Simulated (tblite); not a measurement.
C₄H₄O₃Si.
Structure used (GFN2-xTB), in Å, numbered top down from 1:
```xyz
12
C4H4O3Si angstrom
O      3.4903    0.0483    0.1126
C      2.3127   -0.0148   -0.0822
C      1.4288   -0.3593   -1.2098
C      0.2846   -0.1445   -0.4888
O     -0.9879   -0.2198   -0.7167
Si    -2.2425    0.0956    0.3469
C      1.0323    0.2317    0.7477
O      0.6889    0.5617    1.8465
H      1.6209   -0.6629   -2.2215
H     -2.1584    1.4887    0.7653
H     -2.1498   -0.8361    1.4631
H     -3.3189   -0.1893   -0.5892
```

Method: GFN2-xTB as coded in tblite; computed harmonic values from a numerical Hessian at the method's own geometry, unscaled. This tight-binding method is rough: wavenumbers can miss measured ones by several per cent, in bad cases by 10 to 20. Modes of hydrogen on silicon can be 10 to 20 % off. One conformer, not necessarily the lowest.

Harmonic wavenumbers (cm⁻¹): 60.6, 86.7, 100.2, 138.4, 239.6, 295.4, 325.9, 515.6, 538.1, 598.6, 629.6, 674.7, 742.4, 745.1, 761.2, 769.4, 801.3, 825.9, 829.0, 918.9, 1014.5, 1149.0, 1271.1, 1611.8, 1821.5, 1897.2, 2318.5, 2328.5, 2352.9, 3144.9.

A = 4558, B = 1068, C = 874.2 MHz; mass 127.993 u (most abundant isotopes); point group Cs, symmetry number 1.

Task: Zero-point energy?

Result: Half the sum of the wavenumbers: 14753 cm⁻¹ = 42.18 kcal/mol.

Task: Entropy at 500 K, 1 bar (ideal gas, RRHO, classical rotation)?

Result: Translation 43.05, rotation 30.26, vibration 38.75: S = 112.1 cal/(mol K).

Task: And Cp and H(500 K) − H(0)?

Result: Cp = 43.65 cal/(mol K), of which vibrations give 35.70 (their classical limit is 30 R = 59.6); H(500 K) − H(0) = 13.80 kcal/mol without the zero-point energy, 9.82 from vibrations.

Task: What must be added to the electronic energy to get the Gibbs energy at 500 K and 1 bar?

Result: ZPE + [H(500 K) − H(0)] − T·S = 42.18 + 13.80 − 56.03 = -0.05 kcal/mol.

Task: Which modes carry the vibrational entropy at 500 K?

Result: 60.6 cm⁻¹: 5.46; 86.7 cm⁻¹: 4.75; 100.2 cm⁻¹: 4.47; 138.4 cm⁻¹: 3.83; 239.6 cm⁻¹: 2.77; 295.4 cm⁻¹: 2.37 cal/(mol K); the other 24 give 15.11 together.

Task: How do the functions run with temperature in this model?

Result: 
```tsv
T (K)	S (cal/(mol K))	Cp (cal/(mol K))	H − H(0) (kcal/mol)	G − H(0) (kcal/mol)	ln q(vib)
50	57.4	12.5	0.48	-2.39	0.36
100	67.4	16.6	1.22	-5.53	1.35
298.15	92.4	32.2	6.03	-21.52	5.51
373.15	100.2	37.2	8.64	-28.75	7.06
750	131.4	51.8	25.82	-72.77	14.31
1000	147.1	56.7	39.42	-107.65	18.51
```

q(vib) and H(0) count from the zero-point level.

Hindered rotation and anharmonicity are outside this model. Other conformers, if any are populated, would add a mixing term that is left out.
